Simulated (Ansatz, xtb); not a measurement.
## Two isomers of B2Cl4H2

Structure X: `Cl[B@H-]1[Cl+][B@@H-](Cl)[Cl+]1`, a singlet. Structure Y: `Cl[B@H-]1[Cl+][B@H-](Cl)[Cl+]1`, a singlet. Both are isolated molecules in the gas phase, relaxed with PBE0-D4/def2-SVP.

X (Å):

```xyz
8

B    -0.0654   -0.0470   -0.0960
B    -0.0186    1.8093    1.8536
Cl   -0.8799   -1.6109   -0.0618
Cl   -1.2802    1.4285    0.3873
Cl   -0.7961    1.7176    3.4339
Cl    1.0865    0.2198    1.4814
H     0.5505    0.2753   -1.0722
H     0.6137    2.7852    1.5637
```

Y (Å):

```xyz
8

B     1.0158    0.3457    0.8196
B    -1.0148   -0.3452   -0.8194
Cl    0.8554    0.3713    2.5773
Cl   -0.4162    1.3750   -0.0632
Cl   -0.8695   -0.3760   -2.5783
Cl    0.4241   -1.3727    0.0540
H     2.0640    0.6449    0.3225
H    -2.0588   -0.6430   -0.3126
```

Quicker runs give these differences E(Y) − E(X): GFN2-xTB −0.54 kcal/mol; HF/STO-3G +0.44 kcal/mol (at GFN2-xTB geometries); r2SCAN-D4/def2-SVP +0.67 kcal/mol (at GFN2-xTB geometries).

Problem. Estimate which is lower in electronic energy at CCSD(T)/def2-SVP + ΔMP2/def2-TZVPP, and by roughly how much.

Solution. CCSD(T)/def2-SVP + ΔMP2/def2-TZVPP gives E(Y) − E(X) = +0.36 kcal/mol, slightly favouring structure X, which is too small a margin to settle the true order.

How the difference moves with the method:

| level | geometry | E(Y) − E(X) (kcal/mol) | departure from the last row (kcal/mol) | job, with rough time for the two |
| --- | --- | --- | --- | --- |
| GFN2-xTB | GFN2-xTB | −0.54 | −0.90 | optimisation, 0.2 s |
| HF/STO-3G | GFN2-xTB | +0.44 | +0.08 | single point, 0.48 s |
| r2SCAN-D4/def2-SVP | GFN2-xTB | +0.67 | +0.31 | single point, 5 s |
| PBE0-D4/def2-SVP | PBE0-D4/def2-SVP | +0.37 | +0.01 | optimisation, 38 s |
| HF/def2-SVP | PBE0-D4/def2-SVP | +0.13 | −0.23 | part of the CCSD(T) run |
| MP2/def2-SVP | PBE0-D4/def2-SVP | +0.35 | −0.01 | part of the CCSD(T) run |
| CCSD(T)/def2-SVP | PBE0-D4/def2-SVP | +0.32 | −0.04 | single point |
| CCSD(T)/def2-SVP + ΔMP2/def2-TZVPP | PBE0-D4/def2-SVP | +0.36 |  | single point, 34 s |

As drawn, both hold the same kinds of bond in the same numbers.

The largest departure from CCSD(T)/def2-SVP + ΔMP2/def2-TZVPP is that of GFN2-xTB, 0.90 kcal/mol. The last row adds to CCSD(T) the change of the MP2 difference between the two basis sets, here +0.04 kcal/mol.

With harmonic frequencies from PBE0-D4/def2-SVP (ideal gas, rigid rotor, one conformer each, 298.15 K, 1 atm): on the last row, ΔE + ΔZPE = +0.32 kcal/mol. A mode under 50 cm⁻¹ makes harmonic enthalpies and free energies unreliable, so none is given.

The correlated steps freeze 22 core orbitals. Codes used: Ansatz 0.2.0, xtb 6.7.1; the last row on 2 threads of Arm Neoverse V1 on a shared host.
